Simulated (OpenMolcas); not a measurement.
# Levels of neutral sulfur by method

```
Program             : OpenMolcas
Basis               : ANO-R2 [5s4p3d1f]
Scalar Hamiltonian  : X2C, finite nucleus
Active space        : 6 electrons in 4 orbitals (3s 3p)
State averaging     : 2S+1 = 3 even, 3 roots; 2S+1 = 1 even, 6 roots; 2S+1 = 3 odd, 3 roots (0 in the spin-orbit step)
Spin-orbit coupling : state interaction with AMFI integrals over the reference wave functions, term energies averaged over their components
```

Methods on the same reference wave functions:
A. CASSCF
B. SS-CASPT2, IPEA 0.25 Eh, imaginary shift 0.1 Eh (closed shells correlated: 2s 2p)

Energies in cm-1 above 3s2 3p4 3P2, the measured ground level; measured values from NIST Handbook of Basic Atomic Spectroscopic Data.

```json
{"Level": "3s2 3p4 3P2", "A": "0.0", "B": "0.0", "Measured": "0.0"}
{"Level": "3s2 3p4 3P1", "A": "370", "B": "371", "Measured": "396"}
{"Level": "3s2 3p4 3P0", "A": "540", "B": "542", "Measured": "574"}
{"Level": "3s2 3p4 1D2", "A": "11803", "B": "9730", "Measured": "9239"}
{"Level": "3s2 3p4 1S0", "A": "21616", "B": "22610", "Measured": "22180"}
```

Deviations, from unrounded energies. A percentage is the sum of absolute deviations over the sum of measured energies, with the sign that they share, or ± where signs differ.

```json
{"Against measurement": "mean absolute deviation (cm-1)", "Levels": "4", "A": "800", "B": "240"}
{"Against measurement": "fine structure of the ground term (%)", "Levels": "2", "A": "-6.1", "B": "-5.8"}
{"Against measurement": "other terms of the ground configuration (%)", "Levels": "2", "A": "±10.0", "B": "+2.9"}
```

B lies closest to measurement on these levels. The largest miss of B in the table is 3s2 3p4 1D2, by +490 cm-1. The ranking rests on the paired levels alone, and a cruder setting can come out closer through cancelling errors.

From A to B the spin-free energies of the other terms of 3s2 3p4 shown, above 3P, scale by factors of 0.82 to 1.05.

The lowest spin-free term lies below A's lowest term by 0.323 hartree in B.

Term energies are means over components that CASPT2 splits; among the terms shown or strongly mixed into the levels shown the widest spread is 170 cm-1 (3s2 3p4 1D, B). No level of 3s 3p5 was computed, though it lies in the active space. Without dynamic correlation excited terms often stand tens of per cent too high (terms of higher spin than the ground term too low), and those without a measured partner can miss by more than the paired ones (holds for A). Computed and measured levels are paired by configuration, term and J; levels that our copy of the source lacks, or whose pairing is in doubt (as where it misses far off the trend of its configuration), stay unpaired and out of the deviations. Levels of configurations outside the active space are missing.
